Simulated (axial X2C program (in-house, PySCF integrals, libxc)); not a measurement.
# What spin–orbit coupling does to TiSi⁺

Computed with an axial X2C code built on PySCF integrals. Spin-free means the one-electron spin-free X2C Hamiltonian; two-component (2c) means X2C with spin–orbit coupling and atomic mean-field two-electron Coulomb and Gaunt terms, so the difference of the two also holds small scalar two-electron terms. Basis: Ti dyall-cv3z [10s10p6d4f2g], Si dyall-v3z [8s7p2d1f] (cores contracted in-house); Gaussian nuclei, density fitting, unrestricted open shells. Masses: Ti 47.948 u, Si 27.977 u.

Spin-free state: M_S = 5/2, Λ = 2 (beyond evenly filled blocks: 2 × σα, π+α, π-α, δ+α); fragments Ti+ + Si.

| level | Re (Å) | ωe (cm⁻¹) | De (eV) | μ (D) |
| --- | --- | --- | --- | --- |
| PBE0 | 2.418 | 362.3 | 2.297 | -2.89 |

Dipoles are positive if Si is the positive end and refer to the centre of mass.

Two-component determinant lowest at the distance of the search:

Ω = 1/2 (⟨Sz⟩ = 2.50, ⟨Lz⟩ = -2.00 at PBE0); fragments Ti+ + Si.

```
level  Re (Å)  ωe (cm⁻¹)  μ (D)
 PBE0   2.418      362.2  -2.89
```

(1) From the two tables, how do the constants change at the PBE0 level (2c against spin-free)?

Occupations by symmetry block were frozen at the best pattern of an incomplete PBE0 search. Dissociation energies refer to the lowest single-determinant-based atoms at the same level and basis. De is not given where an atomic determinant may have missed its ground term or J level, or where the truncated virtual space spoils (T). Density functionals use the spin component along the axis (collinear). Other states lie close and PBE0, whose exact exchange favours high spin, may order them wrongly; the determinant shown need not be the ground state. The nearest other spin-free determinant of the search, M_S = 3/2, Λ = 2, lies 0.21 eV up at the distance of the search. The functionals have no current-density term, which raises determinants with orbital currents, atoms included. With several unpaired electrons one determinant need not be a pure state.

Answers

(1) At the PBE0 level Re is unchanged within 0.001 Å and ωe is unchanged to within 0.2 cm⁻¹.
